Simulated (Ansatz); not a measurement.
A nudged elastic band was laid between two geometries of BH6NOSi (10 atoms, charge 0, multiplicity 1).

Computed with Ansatz, RHF/6-31G*.

```yaml
movable_images: 9
climbing_image: yes
spring: 5.0 eV/Å²
optimiser: lbfgs
start_path: through a guess of the saddle point
force_threshold: 0.05 eV/Å
iteration_limit: 60
end_points: relaxed
```

First end point:

```xyz
10
Properties=species:S:1:pos:R:3
N -0.302 1.559 -0.602
B 0.373 0.353 -0.373
O 1.601 0.212 -0.962
Si -0.486 -1.102 0.801
H 0.094 2.279 -1.168
H -1.196 1.779 -0.230
H 2.036 -0.609 -0.792
H -0.683 -2.362 0.044
H -1.807 -0.674 1.318
H 0.370 -1.435 1.966
```

Last end point:

```xyz
10
Properties=species:S:1:pos:R:3
N -0.226 1.600 -0.973
B 1.011 1.780 -1.567
O 2.084 1.926 -2.076
Si -0.278 -1.708 1.236
H -0.994 1.198 -1.463
H -0.464 2.030 -0.107
H 1.156 -1.388 1.123
H -0.833 -2.002 -0.100
H -0.996 -0.554 1.815
H -0.459 -2.881 2.112
```

Task: Which bonds break or form, and what moves?

Result: Bonds broken: B2–Si4, O3–H7. Bonds formed: Si4–H7. BH6NOSi becomes BH2NO + H4Si.

Task: Give the energies along the band, and the barrier.

Result: The run ended unconverged. The highest image is number 5 of 0 to 10, 82.8 kcal/mol above the first end and 73.0 kcal/mol above the last; the last end lies 9.8 kcal/mol above the first. The band didn't meet its force threshold, so its energies are provisional: the largest band force was still 0.08 eV/Å, and over the last iterations the top stayed at 3.59 eV. The orbitals stay closed-shell, which can raise the energy where a bond breaks towards radicals; this wasn't checked here.

| image | path coordinate (Å) | energy (kcal/mol) | B2–Si4 (Å) | O3–H7 (Å) | Si4–H7 (Å) |
| --- | --- | --- | --- | --- | --- |
| 0 | 0.00 | 0.0 | 2.06 | 0.94 | 3.02 |
| 1 | 0.46 | 0.1 | 2.06 | 0.94 | 2.97 |
| 2 | 0.92 | 0.4 | 2.06 | 0.94 | 2.91 |
| 3 | 1.39 | 8.0 | 2.10 | 0.94 | 2.60 |
| 4 | 1.85 | 38.8 | 2.26 | 0.97 | 2.21 |
| 5 | 2.30 | 82.8 | 2.50 | 1.30 | 1.86 |
| 6 | 3.15 | 24.7 | 3.13 | 2.06 | 1.47 |
| 7 | 3.98 | 12.8 | 3.60 | 2.58 | 1.46 |
| 8 | 4.82 | 10.6 | 3.85 | 3.11 | 1.47 |
| 9 | 5.64 | 10.0 | 4.22 | 3.86 | 1.47 |
| 10 | 6.47 | 9.8 | 4.66 | 4.70 | 1.47 |

The run took 8.6 min on 1 thread of Arm Neoverse V2 (shared host), peak memory 0.15 GiB.
